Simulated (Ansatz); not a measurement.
Consider the ligand exchange at the Si–O bond: `OC[SiH2]O[SiH3]` + `C[CH2][AlH][OH]` → `C[CH2][AlH][O][SiH3]` + `OC[SiH2]O`.

Gas-phase electronic energies from Ansatz, PBE0-D4/def2-TZVP geometries. CBS: MP2 limit from def2 TZ/QZ plus the TZ coupled-cluster correction, frozen cores. One conformer a species, not always the lowest.

| species | CCSD(T)/CBS(def2) energy (Eh) |
| --- | --- |
| `OC[SiH2]O[SiH3]` | -771.44171 |
| `C[CH2][AlH][OH]` | -397.56357 |
| `C[CH2][AlH][O][SiH3]` | -687.88541 |
| `OC[SiH2]O` | -481.11999 |

(1) Work out ΔE.

Largest T1 diagnostic among the species: 0.011.

Results:

(1) ΔE = (-687.88541) + (-481.11999) − (-771.44171) − (-397.56357) = -0.00012 Eh = -0.1 kcal/mol.

The D4 term adds +0.7 kcal/mol with B3LYP and +0.4 kcal/mol with PBE0; it sums over pairs of atoms, weighted by their polarisabilities, and B3LYP, whose exchange is more repulsive, gets the larger term.

B3LYP here is the variant with VWN-RPA as its local correlation; programs differ in this.
